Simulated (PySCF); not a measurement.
# CoF at PBE0

Level: PBE0. basis Co def2-TZVPP, F def2-TZVPP; no relativity; PySCF 2.14.

For CoF, the state is ³Δ (triplet), unpaired electrons σ ↑, δ ↑, a second solution, started from another occupation and the bond length is 1.791 Å. The harmonic wavenumber is 591 cm⁻¹. The force constant is 2.96 mdyn/Å and the rotational constant Be is 0.3659 cm⁻¹. The anharmonicity ωexe is 3.11 cm⁻¹. The vibration–rotation constant αe is 0.00295 cm⁻¹. The bond order (Mayer) is 0.77 and the dipole moment (positive dipole means Co(−)F(+)) is -5.05 D.

De is left out where the level can put another filling of the metal’s s and d shells below the measured ground configuration, by anything from nothing to about 1 eV.
